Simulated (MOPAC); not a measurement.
Input file for MOPAC: PM6 on BeP-, 2S+1 = 3, a spin state set in the input, which need not be the lowest, a point of a bond scan (R = 2.077 Å). Charge -1.

```
PM6 1SCF PRECISE CHARGE=-1 UHF MS=1 THREADS=1
BeP

Be     0.00000000 1     0.00000000 1     0.00000000 1
P      0.00000000 1     0.00000000 1     2.07724000 1
```

Output:

```
*******************************************************************************
 **                                                                           **
 **                              MOPAC v23.2.5                                **
 **                                                                           **
 *******************************************************************************
 ** MOPAC's Digital Object Identifier: https://doi.org/10.5281/zenodo.6511958 **
 **                                                                           **
 ** Please cite the open-source release paper for use of this MOPAC version:  **
 ** J. E. Moussa and J. J. P. Stewart (2026)                                  **
 ** MOPAC: An open-source semiempirical molecular orbital program             **
 ** J. Open Source Softw., 11(119), 8025, https://doi.org/10.21105/joss.08025 **
 *******************************************************************************

                              PM6 CALCULATION RESULTS

 *******************************************************************************
 *  PM6        - The PM6 Hamiltonian to be used
 *  UHF        - UNRESTRICTED HARTREE-FOCK CALCULATION
 *
 *
 *
 *                 CHARGE ON SYSTEM = -1
 *
 *
 *
 *  MS=        - IN MECI, MAGNETIC COMPONENT OF SPIN =  1.0
 *  PRECISE    - TIGHTER CRITERIA TO BE USED
 *  1SCF       - DO 1 SCF AND THEN STOP
 *  THREADS=1  - MULTI-THREADING NOT USED
 *  T=         - A TIME OF 172800.0 SECONDS REQUESTED
 *  DUMP=N     - RESTART FILE WRITTEN EVERY 7200.0 SECONDS REQUESTED
 *******************************************************************************
PM6 1SCF PRECISE CHARGE=-1 UHF MS=1 THREADS=1
 BeP

   ATOM   CHEMICAL          X               Y               Z
  NUMBER   SYMBOL      (ANGSTROMS)     (ANGSTROMS)     (ANGSTROMS)

     1      Be          0.00000000  *   0.00000000  *   0.00000000  *
     2       P          0.00000000  *   0.00000000  *   2.07724000  *



          CARTESIAN COORDINATES

    NO.       ATOM           X           Y           Z

     1        Be          0.0000      0.0000      0.0000
     2         P          0.0000      0.0000      2.0772

 General Reference for PM6:
 "Optimization of Parameters for Semiempirical Methods V: Modification of NDDO Approximations
 and Application to 70 Elements", J. J. P. Stewart, J. Mol. Mod., 13, 1173-1213 (2007)
 URL: https://link.springer.com/article/10.1007/s00894-007-0233-4

           Empirical Formula: Be P  =     2 atoms



      MOLECULAR POINT GROUP   :   C*v


          UHF CALCULATION, NO. OF ALPHA ELECTRONS =    5
                           NO. OF BETA  ELECTRONS =    3

 -------------------------------------------------------------------------------
 PM6 1SCF PRECISE CHARGE=-1 UHF MS=1 THREADS=1
 BeP



     1SCF WAS SPECIFIED, SO BFGS WAS NOT USED
     SCF FIELD WAS ACHIEVED


                              PM6 CALCULATION
                                                       MOPAC v23.2.5 Linux




          FINAL HEAT OF FORMATION =        153.55058 KCAL/MOL =     642.45561 KJ/MOL


          COSMO AREA              =         85.69 SQUARE ANGSTROMS
          COSMO VOLUME            =         70.01 CUBIC ANGSTROMS

          IONIZATION POTENTIAL    =          0.631795 EV
          ALPHA SOMO LUMO (EV)    =         -1.085  9.567
          BETA  SOMO LUMO (EV)    =         -0.632  3.966
          NO. OF ALPHA ELECTRONS  =          5
          NO. OF BETA  ELECTRONS  =          3
          MOLECULAR WEIGHT        =         39.9859         POINT GROUP:  C*v

          MOLECULAR DIMENSIONS (Angstroms)

            Atom       Atom       Distance
            P     2   Be     1     2.07724
            P     2   Be     1     0.00000
           Be     1    P     2     0.00000


          SCF CALCULATIONS        =          1





   ATOM   CHEMICAL          X               Y               Z
  NUMBER   SYMBOL      (ANGSTROMS)     (ANGSTROMS)     (ANGSTROMS)

     1      Be          0.00000000  *   0.00000000  *   0.00000000  *
     2       P          0.00000000  *   0.00000000  *   2.07724000  *

                             CARTESIAN COORDINATES

   1   Be        0.000000000     0.000000000     0.000000000
   2    P        0.000000000     0.000000000     2.077240000


           Empirical Formula: Be P  =     2 atoms



      MOLECULAR POINT GROUP   :   C*v


          ALPHA EIGENVALUES
  -9.85501  -4.37939  -3.44283  -1.08490  -1.08490   9.56694   9.56694  10.56322
 157.16520 157.43802 157.43802 158.20255 158.20255


           BETA EIGENVALUES
  -9.07006  -0.63179  -0.63179   3.96576   7.10606  10.38874  10.38874  12.17022
 158.72929 158.86586 158.86586 159.21592 159.21592


              NET ATOMIC CHARGES AND DIPOLE CONTRIBUTIONS

  ATOM NO.   TYPE          CHARGE      No. of ELECS.   s-Pop       p-Pop       d-Pop
    1         Be           0.210388        1.7896     0.90337     0.88624
    2          P          -1.210388        6.2104     1.63781     4.57124     0.00134
 DIPOLE           X         Y         Z       TOTAL
 POINT-CHG.     0.000     0.000    -4.348     4.348
 HYBRID        -0.000     0.000     1.799     1.799
 SUM           -0.000     0.000    -2.549     2.549


          ATOMIC ORBITAL ELECTRON POPULATIONS

     Atom    s        px        py        pz      x^2-y^2     xz        z^2       yz        xy
    1 Be   0.90337   0.10344   0.10344   0.67936
    2  P   1.63781   1.89641   1.89641   0.77841   0.00000   0.00015   0.00105   0.00015   0.00000


                    (SZ)    =    1.000000
                    (S**2)  =    2.002248


          ATOMIC ORBITAL SPIN POPULATIONS

    Atom   Total    s     px     py     pz   x^2-y^2  xz     z^2    yz     xy
         Atomic
    1 Be  1.1804  0.656  0.004  0.004  0.517
    2  P  0.8196  0.202 -0.004 -0.004  0.625  0.000 -0.000  0.000 -0.000  0.000

 **********************
 *                    *
 * JOB ENDED NORMALLY *
 *                    *
 **********************




 == MOPAC DONE ==
```

The run finished.

Cost: around 0.020 core-seconds (rough).
